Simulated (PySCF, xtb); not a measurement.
C₃H₅ClOSi, SMILES C#CC[Si@@H](O)Cl.

xtb with GFN2-xTB at its own geometry gives an orbital gap of 5.69 eV and a dipole moment of 1.67 D.

Geometry optimised at PBE0-D3(BJ)/def2-SVP. The structure was generated by enumeration; whether it is a known compound was not checked. One conformer was computed; it need not be the lowest.

What does PBE/def2-TZVP (PySCF) give? (The exact figures need the calculation; the answer reports its results.)

gap 5.76 eV (levels -6.35 and -0.59 eV), dipole 1.70 D.
